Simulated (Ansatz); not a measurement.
Born–Oppenheimer molecular dynamics of CH₅NSSi (9 atoms, charge 0, multiplicity 1). It starts from a relaxed structure.

Computed with RKS PBE/6-31G* in Ansatz.

* ensemble: NVE (Milne-controlled integrator)
* time step: 1 fs
* steps asked: 150
* starting velocities drawn for: 700 K
* masses: H 10 u
* seed: 406545

First frame:

```xyz
9
Properties=species:S:1:pos:R:3
C -0.042 1.383 -1.184
N 0.044 0.943 0.013
Si 0.411 -0.746 0.378
S -1.248 -1.663 1.403
H 0.099 0.773 -2.104
H -0.272 2.451 -1.361
H 1.639 -0.726 1.234
H 0.612 -1.618 -0.834
H -1.243 -0.797 2.453
```

(1) How far do the bonds stretch over the last three quarters of this one trajectory? (Pairs bonded in most of those frames.)

Answers

(1) 
| bond | mean (Å) | spread (Å) | shortest | longest |
| --- | --- | --- | --- | --- |
| C1–N2 | 1.284 | 0.023 | 1.24 | 1.33 |
| C1–H5 | 1.130 | 0.044 | 1.05 | 1.20 |
| C1–H6 | 1.112 | 0.044 | 1.04 | 1.20 |
| N2–Si3 | 1.776 | 0.034 | 1.72 | 1.84 |
| Si3–S4 | 2.160 | 0.026 | 2.11 | 2.22 |
| Si3–H7 | 1.498 | 0.026 | 1.45 | 1.55 |
| Si3–H8 | 1.509 | 0.055 | 1.42 | 1.60 |
| S4–H9 | 1.362 | 0.024 | 1.33 | 1.40 |

Mean temperature of the second half: 367 K. The conserved energy stayed within 0.044 meV per atom of its start (net change -0.0097 meV per atom), so the integration is sound. The temperature averaged 0.52 of the 700 K drawn at the start: a run that starts near a minimum puts about half its kinetic energy into the potential. A run of 0.15 ps of so small a system gives no equilibrium averages.

Run time: 2.8 min on 1 thread of Intel(R) Xeon(R) Platinum 8488C (Sapphire Rapids) (shared host), peak memory 0.12 GiB.
